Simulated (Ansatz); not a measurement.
System: C$_{3}$H$_{12}$AlN, net charge 0, singlet state. 
Geometry from a B3LYP-D3(BJ)/def2-TZVP (Ansatz, a first-principles code) optimisation:
```
N
C 1 1.4777
H 2 1.0881 1 109.20
H 2 1.0881 3 108.86 1 119.14
H 2 1.0944 3 109.51 4 119.69
C 1 1.4777 2 109.98 3 -59.90
H 6 1.0881 1 109.20 2 59.90
H 6 1.0881 7 108.86 1 -119.14
H 6 1.0944 7 109.51 8 -119.69
C 1 1.4777 2 109.98 3 178.82
H 10 1.0881 1 109.20 2 -178.82
H 10 1.0881 11 108.86 1 -119.14
H 10 1.0944 11 109.51 12 -119.69
Al 1 2.0668 2 108.95 3 59.46
H 14 1.5984 1 99.93 2 180.00
H 14 1.5984 15 117.09 11 80.23
H 14 1.5984 15 117.09 16 146.74
```
Charge 0, spin multiplicity 1.

Wanted: atomisation energy (electronic, to ground-state atoms), in kJ/mol. Valence correlation only, unless marked. Open shells are spin-unrestricted. Spin-orbit coupling is left out. Non-relativistic. The coupled-cluster limit lacks core correlation, which all-electron functionals hold. CBS(X,Y): correlation extrapolated as X^-3; Hartree-Fock from the larger set.

```json
[
 {"level": "HF/aug-cc-pV(Q+d)Z", "program": "Ansatz", "atomisation energy (kJ/mol)": "4397.9"},
 {"level": "revPBE-D3(BJ)/def2-TZVPD", "program": "Ansatz + dftd3", "atomisation energy (kJ/mol)": "5811.8"}
]
```

Problem. Estimate the value at CCSD(T)/CBS(cc-pV(T+d)Z,cc-pV(Q+d)Z) as computed with Ansatz.

Solution. 5897.2 kJ/mol, so revPBE-D3(BJ)/def2-TZVPD differs from it by -85.4 kJ/mol.
